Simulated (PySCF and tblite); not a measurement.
Values are calculated unless marked as measured or tabulated.
Conformers and averaged properties: C4H7F3S, numbered as in [F:1][C:2]([F:3])([F:4])[CH2:5][CH2:6][CH2:7][SH:8]

Geometries GFN2-xTB; weights from PBE0-D3(BJ)/pcSseg-1 energies and GFN2-xTB thermal corrections, with symmetry numbers and mirror pairs. Conformers within 3 kcal/mol (GFN2-xTB free energy) were kept, 10 at most. GIAO shieldings: PBE0/pcSseg-1. Shifts are against TMS (¹H), TMS (¹³C), CFCl3 (¹⁹F) at the same level. Programs: PySCF with density fitting and tblite.

Torsions listed: C2–C5–C6–C7, C5–C6–C7–S8, C6–C7–S8–H8. Of a mirror pair one member is shown.

```csv
conformer,shape,symmetry,E(GFN2) kcal/mol,E(DFT) kcal/mol,G(298.15 K) kcal/mol,weight %,dipole D
1,"178°, -62°, -62°",C1 (pair),0.00,0.00,0.00,32.1,2.13
2,"175°, 66°, -80°",C1 (pair),1.11,0.52,0.47,14.4,2.07
3,"-64°, -59°, 89°",C1 (pair),0.83,0.04,0.58,12.0,1.58
4,"179°, 176°, 62°",C1 (pair),0.89,0.78,0.59,11.9,1.81
5,"81°, 63°, 66°",C1 (pair),0.65,0.42,0.68,10.3,2.86
6,"177°, 63°, 177°",C1 (pair),1.56,1.30,0.96,6.3,3.18
7,"67°, 171°, 66°",C1 (pair),0.96,1.14,1.19,4.3,1.53
8,"67°, 176°, -65°",C1 (pair),1.39,1.23,1.23,4.0,2.85
9,"-77°, -65°, 170°",C1 (pair),1.79,1.50,1.38,3.1,1.80
10,"-65°, -171°, -177°",C1 (pair),2.26,2.01,1.80,1.5,1.55
```

Weights (%) against temperature:

| T (K) | 1 | 2 | 3 | 4 | 5 | 6 | 7 | 8 | 9 | 10 | S(mix) cal/mol/K |
| --- | --- | --- | --- | --- | --- | --- | --- | --- | --- | --- | --- |
| 200 | 44.9 | 13.5 | 13.9 | 8.9 | 9.5 | 3.3 | 2.2 | 2.0 | 1.3 | 0.4 | 4.75 |
| 250 | 37.2 | 14.3 | 12.9 | 10.8 | 10.1 | 5.0 | 3.4 | 3.1 | 2.3 | 0.9 | 5.12 |
| 298.15 | 32.1 | 14.4 | 12.0 | 11.9 | 10.3 | 6.3 | 4.3 | 4.0 | 3.1 | 1.5 | 5.35 |
| 350 | 28.2 | 14.3 | 11.2 | 12.6 | 10.2 | 7.5 | 5.1 | 4.8 | 4.0 | 2.2 | 5.51 |
| 400 | 25.4 | 14.0 | 10.5 | 13.0 | 10.1 | 8.3 | 5.7 | 5.4 | 4.6 | 2.8 | 5.61 |

Averaged shifts at 298.15 K. ¹H: 2.61 (H7, 2H), 2.33 (H5, 2H), 1.82 (H6, 2H) ppm. ¹³C: 136.2 (C2), 36.2 (C5), 30.9 (C6), 30.8 (C7) ppm. ¹⁹F: -84.8 (F1/F3/F4) ppm.

Coordinates of conformer 1 (Å):

```xyz
15

F    -2.635    0.545    0.564
C    -1.998   -0.506    0.023
F    -2.825   -1.019   -0.899
F    -1.894   -1.425    0.996
C    -0.654   -0.129   -0.562
C     0.272    0.440    0.513
C     1.641    0.784   -0.054
S     2.511   -0.675   -0.730
H    -0.830    0.605   -1.352
H    -0.217   -1.026   -1.007
H    -0.170    1.346    0.935
H     0.380   -0.291    1.319
H     2.276    1.232    0.708
H     1.555    1.471   -0.895
H     2.583   -1.343    0.420
```

H on N, O and S are left out: they exchange, and hydrogen bonds move them by several ppm. Unscaled ¹⁹F shifts at such levels can be off by tens of ppm; differences between conformers or isomers are more reliable. Shifts are unscaled: against experiment ¹³C can be off by 15 ppm or more and ¹H by 0.8 ppm. For its torsions the set is small; conformers may be missing.

Search and properties took 3.6 min on 1 thread of Arm Neoverse V1 (shared host) (rough), launched as `OMP_NUM_THREADS=1 python ens_run.py task.json out`.


Conformer gaps in pcSseg-1 on xTB geometries can be 2 kcal/mol off for S=O, P=O and other polar bonds.